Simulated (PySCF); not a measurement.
C₄H₈BNS.
Atom-mapped SMILES: `[CH3:1][C:2]#[C:3][B:4]([NH2:5])[S:6][CH3:7]` (hydrogens: H8, H9, H10 on C1; H11, H12 on N5; H13, H14, H15 on C7)

Geometry (PBE0-D3(BJ)/def2-SVP, Å), atoms numbered from 1 in this order:
```
atom  x, y, z in Å
C1     2.5367    1.3459    0.6681
C2     1.4793    0.3900    0.3922
C3     0.5929   -0.4129    0.1537
B4    -0.5560   -1.3799   -0.1421
N5    -0.3411   -2.7640   -0.2006
S6    -2.2452   -0.7559   -0.4295
C7    -2.0664    1.0382   -0.2422
H8     2.1293    2.2903    1.0619
H9     3.2512    0.9506    1.4070
H10    3.1004    1.5810   -0.2487
H11   -1.0724   -3.4361   -0.3881
H12    0.5727   -3.1682   -0.0530
H13   -3.0606    1.4750   -0.4052
H14   -1.7183    1.2969    0.7664
H15   -1.3651    1.4448   -0.9825
```

Computed at PBE0/pcSseg-1 (PySCF, non-relativistic), with Q(11B) = 0.04059 b, Q(14N) = 0.02044 b, Q(33S) = −0.0678 b: B4, 11B (I = 3/2): χzz = 2.849 MHz, η = 0.343; N5, 14N (I = 1): χzz = -3.575 MHz, η = 0.461; S6, 33S (I = 3/2): χzz = -33.45 MHz, η = 0.786.

Where would the pure quadrupole (NQR) lines of 11B at B4 fall for the rigid, isolated species?

From ν = (|χ|/2)√(1 + η²/3): ν = 1.452 MHz (three-coordinate boron).

Where would the pure quadrupole (NQR) lines of 14N at N5 fall for the rigid, isolated species?

From ν± = (3/4)|χ|(1 ± η/3) and ν0 = |χ|η/2: ν+ 3.093 MHz, ν− 2.270 MHz, ν0 0.823 MHz (boron-bound nitrogen).

Where would the pure quadrupole (NQR) lines of 33S at S6 fall for the rigid, isolated species?

From ν = (|χ|/2)√(1 + η²/3): ν = 18.37 MHz (sulfur bonded to B and C).

In a crystal, neighbours and librations shift these lines. The basis is small and wasn't made for field gradients, so the couplings can be 20 % off.

One conformer stands for the species.
